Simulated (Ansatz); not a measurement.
Species: 5-methylhex-1-ene, C7H14, charge 0, multiplicity 1. 
Geometry from a B3LYP-D3(BJ)/def2-TZVP (Ansatz, a quantum-chemistry and plane-wave program) optimisation:
SMILES: C=CCCC(C)C
```xyz
21

C     -2.4693    -0.9369    -0.7997
C     -1.3808     0.1245    -0.6355
C     -1.9454     1.3696     0.0502
C     -0.1767    -0.4599     0.1124
C      1.0474     0.4617     0.1797
C      2.2052    -0.1787     0.8796
C      3.3872    -0.4331     0.3332
H     -2.0893    -1.8183    -1.3203
H     -3.3178    -0.5495    -1.3675
H     -2.8429    -1.2611     0.1757
H     -1.0397     0.4148    -1.6368
H     -2.2638     1.1354     1.0703
H     -1.2141     2.1766     0.1051
H     -2.8152     1.7499    -0.4893
H     -0.4857    -0.7281     1.1297
H      0.1219    -1.3942    -0.3719
H      1.3443     0.7523    -0.8324
H      0.7794     1.3822     0.7077
H      2.0321    -0.4632     1.9153
H      3.6025    -0.1700    -0.6967
H      4.1827    -0.9092     0.8920
```
Charge 0, spin multiplicity 1.

Basis-set convergence of Hartree-Fock and MP2 correlation energies (hartree) with Ansatz. Cores are frozen in the correlated levels unless marked. Spin-orbit coupling is left out. No relativistic terms.

| basis | functions | E(HF) | E(corr, MP2) |
|---|---|---|---|
| cc-pVDZ | 168 | -273.23026 | -0.99333 |
| cc-pVTZ | 406 | (withheld) | (withheld) |

Fill in the missing entries.


- cc-pVTZ, E(HF): -273.30564
- cc-pVTZ, E(corr, MP2): -1.21041
